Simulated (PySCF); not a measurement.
A calculated (PW91, PySCF 2.14, aug-cc-pV(D+d)Z, the non-relativistic Hamiltonian (point nucleus)) atom or ion has these occupied shells.

| shell | electrons | orbital energy (eV) | rms radius, mean of both spins (bohr) |
| --- | --- | --- | --- |
| 1s α | 1 | -2399.2 | 0.113 |
| 1s β | 1 | -2399.0 | 0.113 |
| 2s α | 1 | -210.62 | 0.524 |
| 2s β | 1 | -210.34 | 0.524 |
| 2p α | 3 | -156.88 | 0.495 |
| 2p β | 3 | -156.53 | 0.495 |
| 3s α | 1 | -18.010 | 1.84 |
| 3s β | 1 | -15.933 | 1.84 |
| 3p α | 3 | -7.748 | 2.27 |
| 3p β | 1 | -6.146 | 2.27 |

(1) Name the element and its charge.

Answers

(1) S (sulfur, neutral), in [Ne] 3s2 3p4, high-spin 3P determinant.
